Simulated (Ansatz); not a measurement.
Basis-set extrapolation for C$_{2}$F$_{5}$ (`F[C](F)C(F)(F)F`) radical (PBE0-D4/def2-TZVP geometry, frozen core, the Gaussian-basis code of Ansatz). Multiplicity 2, UHF reference.

```json
{"": "HF", "def2-TZVPP": "-573.134993", "def2-QZVPP": "-573.159655"}
{"": "MP2 correlation", "def2-TZVPP": "-1.515150", "def2-QZVPP": "-1.655785"}
{"": "CCSD(T) correlation", "def2-TZVPP": "-1.572891", "def2-QZVPP": "not run"}
```

Energies in hartree. Use E(X) = E(∞) + A·exp(−7.88·√X) for Hartree–Fock and E(X) = E(∞) + B·X^(−2.97) for correlation, with X = 3 and 4, and add CCSD(T) minus MP2 of the smaller set to the MP2 limit.

Problem. What is the CCSD(T) energy at the basis-set limit?

Solution. HF limit: -573.159655 + (-0.024662) × 0.13774 = -573.16305. MP2 limit: -1.655785 + (-0.140635) × 0.74074 = -1.75996. Higher-order term: -1.572891 − (-1.515150) = -0.05774. Total: -574.98075 hartree, 7.43 eV below CCSD(T)/def2-TZVPP.
